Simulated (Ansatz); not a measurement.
Molecule: C$_{2}$H$_{2}$O (charge 0, singlet). 
Structure (B3LYP-D3(BJ)/def2-TZVP (Ansatz, an electronic-structure program) minimum search):
SMILES: C#CO
```xyz
5

C      1.3080    -0.1153    -0.1364
C      0.1216    -0.0059    -0.0156
O     -1.1689     0.1846     0.0722
H      2.3584    -0.2191    -0.2392
H     -1.5848    -0.5301     0.5735
```

Total electronic energies in hartree. Cores are frozen in the correlated levels unless marked. Spin-orbit coupling is left out. No relativistic terms. FCI takes restricted orbitals. Basis-set limits of correlation are two-point, X^-3; Hartree-Fock from the larger set.

```csv
level,program,energy (Eh)
B3LYP/def2-TZVPD,Ansatz,-152.61046
PBE0/6-31G*,Ansatz,(withheld)
r2SCAN0-D4/def2-TZVPD,Ansatz + dftd4,-152.49674
B2PLYP-D4/def2-TZVPD,Ansatz + dftd4,-152.49295
RI-MP2/aug-cc-pVQZ,Ansatz,-152.32349
SCS-MP2/cc-pwCVTZ,Ansatz,-152.27062
CCSD/STO-3G,Ansatz,-149.88983
FCI/STO-3G,Ansatz,(withheld)
"CCSD(T)/CBS(cc-pVTZ,cc-pVQZ)",Ansatz,-152.3752
```

Q: Some entries are withheld; supply them.

A: 
- PBE0/6-31G*, energy (Eh): -152.35499
- FCI/STO-3G, energy (Eh): -149.89455
